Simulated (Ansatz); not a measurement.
Breaking a bond: B2, triplet.

- ROMP2 = MP2 on ROHF/cc-pVDZ, frozen core (Ansatz, a quantum-chemistry and plane-wave program)
- UKS-B3LYP = unrestricted B3LYP/cc-pVDZ run with Ansatz
- FCI = full CI/cc-pVDZ, frozen core run with Ansatz

Energies relative to the lowest point of each curve near equilibrium, in eV:

```json
[
 {"R / Å": "1.22", "ROMP2": "4.174", "UKS-B3LYP": "3.111"},
 {"R / Å": "1.30", "ROMP2": "2.616", "UKS-B3LYP": "1.629"},
 {"R / Å": "1.38", "ROMP2": "1.674", "UKS-B3LYP": "0.726"},
 {"R / Å": "1.43", "ROMP2": "1.320", "UKS-B3LYP": "0.379"},
 {"R / Å": "1.53", "ROMP2": "0.638", "UKS-B3LYP": "0.040"},
 {"R / Å": "1.58", "ROMP2": "0.377", "UKS-B3LYP": "0.000"},
 {"R / Å": "1.61", "ROMP2": "0.261", "UKS-B3LYP": "0.006"},
 {"R / Å": "1.66", "ROMP2": "0.122", "UKS-B3LYP": "0.056"},
 {"R / Å": "1.73", "ROMP2": "0.021", "UKS-B3LYP": "0.187"},
 {"R / Å": "1.79", "ROMP2": "0.000", "UKS-B3LYP": "0.272"},
 {"R / Å": "1.88", "ROMP2": "0.047", "UKS-B3LYP": "0.357"}
]
```

Problem. Predict the corresponding FCI column.

Solution. 1.22: 3.677; 1.30: 2.051; 1.38: 1.017; 1.43: 0.594; 1.53: 0.122; 1.58: 0.025; 1.61: 0.000; 1.66: 0.003; 1.73: 0.080; 1.79: 0.195; 1.88: 0.419 (eV).

The scan ran from 1.22 to 6.57 Å; beyond the distances shown full CI changes its symmetry label. The T1 diagnostic of CCSD on the restricted reference of ROMP2 exceeds 0.045 at 1.53 to 1.88 Å. The unrestricted determinant behind UKS-B3LYP is spin-contaminated at 1.22 to 1.73 Å (<S²> up to 2.8, against 2.00 for a pure triplet). Also computed but left out beside FCI, since their determinant holds another spin at the minimum (<S²> over 0.7 above the pure value): UHF, UMP2, UCCSD, UCCSD(T), UHF/3-21G, UMP2/3-21G.
